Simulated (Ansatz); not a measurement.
Input and output for Sn26H33⁺, a nanocrystal with a defect cut from the lattice of tin (one cap removed).

```yaml
crystal:
  periodic: [false, false, false]
  atoms:
    - {symbol: Sn, position_ang: [-4.714653, -1.344704, 2.389388]}
    - {symbol: Sn, position_ang: [-4.713628, 2.150125, -1.161475]}
    - {symbol: Sn, position_ang: [-1.574097, -4.604039, 2.323533]}
    - {symbol: Sn, position_ang: [1.894507, -4.576535, -1.189933]}
    - {symbol: Sn, position_ang: [-1.518650, 1.905443, -4.314331]}
    - {symbol: Sn, position_ang: [1.624014, -1.292432, -4.293682]}
    - {symbol: Sn, position_ang: [-1.585723, -1.350313, -1.042038]}
    - {symbol: Sn, position_ang: [-1.475978, 1.983699, 2.107639]}
    - {symbol: Sn, position_ang: [1.773352, -1.336440, 2.222943]}
    - {symbol: Sn, position_ang: [1.652465, 2.145864, -0.956158]}
    - {symbol: Sn, position_ang: [-1.454157, 5.338994, -1.099169]}
    - {symbol: Sn, position_ang: [4.990154, -1.405749, -1.134810]}
    - {symbol: Sn, position_ang: [4.896895, 2.120834, 2.446245]}
    - {symbol: Sn, position_ang: [-3.137453, -2.935308, 0.704660]}
    - {symbol: Sn, position_ang: [-3.161324, 0.347177, -2.650943]}
    - {symbol: Sn, position_ang: [-3.169399, 0.508888, 3.799777]}
    - {symbol: Sn, position_ang: [-3.040455, 3.672065, 0.492296]}
    - {symbol: Sn, position_ang: [0.073041, -2.984563, -2.620589]}
    - {symbol: Sn, position_ang: [0.283691, -3.130208, 3.801773]}
    - {symbol: Sn, position_ang: [3.371317, -2.966996, 0.575555]}
    - {symbol: Sn, position_ang: [0.112527, 0.359817, -5.980424]}
    - {symbol: Sn, position_ang: [0.043365, 3.629314, -2.739332]}
    - {symbol: Sn, position_ang: [3.019555, 0.173867, -2.353751]}
    - {symbol: Sn, position_ang: [0.119615, 0.227042, 0.548954]}
    - {symbol: Sn, position_ang: [3.319989, 0.323198, 3.884894]}
    - {symbol: Sn, position_ang: [3.314474, 3.665129, 0.738713]}
    - {symbol: H, position_ang: [-5.490172, -2.386316, 3.514867]}
    - {symbol: H, position_ang: [-5.919344, -0.524662, 1.482742]}
    - {symbol: H, position_ang: [-5.493337, 3.193424, -2.283130]}
    - {symbol: H, position_ang: [-5.915813, 1.324822, -0.255478]}
    - {symbol: H, position_ang: [-2.623617, -5.432159, 3.403114]}
    - {symbol: H, position_ang: [-0.734623, -5.765484, 1.377714]}
    - {symbol: H, position_ang: [2.978522, -5.285921, -2.321289]}
    - {symbol: H, position_ang: [1.076676, -5.823739, -0.341875]}
    - {symbol: H, position_ang: [-2.520508, 2.913235, -5.293915]}
    - {symbol: H, position_ang: [2.823720, -2.239779, -5.094030]}
    - {symbol: H, position_ang: [-0.367791, 2.938758, 3.028914]}
    - {symbol: H, position_ang: [-2.412530, 6.388833, -2.061590]}
    - {symbol: H, position_ang: [-0.376695, 6.271928, -0.141044]}
    - {symbol: H, position_ang: [5.733521, -2.355621, -2.357027]}
    - {symbol: H, position_ang: [6.163923, -0.443056, -0.341179]}
    - {symbol: H, position_ang: [6.029197, 1.261806, 1.482407]}
    - {symbol: H, position_ang: [5.752789, 3.182081, 3.489136]}
    - {symbol: H, position_ang: [-4.148341, -3.904005, -0.303300]}
    - {symbol: H, position_ang: [-4.145212, -0.655555, -3.652854]}
    - {symbol: H, position_ang: [-4.186215, 1.653199, 4.581671]}
    - {symbol: H, position_ang: [-2.228286, -0.290815, 4.993652]}
    - {symbol: H, position_ang: [-4.006695, 4.616894, 1.563527]}
    - {symbol: H, position_ang: [-0.838600, -3.961095, -3.715974]}
    - {symbol: H, position_ang: [1.436601, -4.168778, 4.544375]}
    - {symbol: H, position_ang: [-0.493785, -2.221181, 5.035041]}
    - {symbol: H, position_ang: [4.461691, -3.935717, 1.498750]}
    - {symbol: H, position_ang: [-0.806101, -0.647636, -7.023290]}
    - {symbol: H, position_ang: [1.180460, 1.324377, -6.916184]}
    - {symbol: H, position_ang: [1.168847, 4.488581, -3.725939]}
    - {symbol: H, position_ang: [2.220810, 1.198818, 4.873395]}
    - {symbol: H, position_ang: [4.284100, -0.672911, 4.899114]}
    - {symbol: H, position_ang: [2.229770, 4.663382, 1.622172]}
    - {symbol: H, position_ang: [4.238893, 4.678723, -0.295829]}
basis:
  gaussian: {orbitals: def2-SVP, fitting: {mean_field: def2-universal-jkfit}}
total_charge: 1
hamiltonian: {xc: {name: wB97M-V}}
scf: {lower_state_search: light}
```

```sh
$ ansatz run in.yaml --threads 11 --pin off --events-out ev --progress --plain --max-ram 166912MiB --backend cuda --devices 0, --max-vram 75GiB
```

It prints (some lines left out):

```
Functional definition: wB97M-V
6262 factors; integrals over basis functions are off by at most 3.3e-1 eV
6262 factors; integrals over basis functions are off by at most 3.9e-7 eV
mean field evaluation 1: about -152123.3744 eV, gradient 2.8e1 eV
mean field evaluation 2: about -152127.0539 eV, gradient 1.4e1 eV
mean field evaluation 4: about -152127.8814 eV, gradient 2.7e0 eV
mean field evaluation 8: about -152127.9347 eV, gradient 3.0e-1 eV
mean field evaluation 16: about -152127.9355 eV, gradient 7.3e-4 eV
mean field -152127.93552046 eV, -5590.5985143585 hartree, gradient 7.0e-5 eV, S^2 0.000000; 0 other end points of the search recorded, 0 dependent functions left out
reference -152127.93569251 eV, -5590.5985206812 hartree; 302, 302 occupied and 539, 539 virtual orbitals, 6262 factors
Total energy: -152127.93569251 eV, -5590.5985206812 hartree
```

Hardware: 11 threads of AMD EPYC 7R13 on a shared host and a whole NVIDIA H100 80GB HBM3. Wall time 17 s, peak host memory 2.3 GiB.

In the def2 sets Sn takes a core potential; there is no spin–orbit coupling.
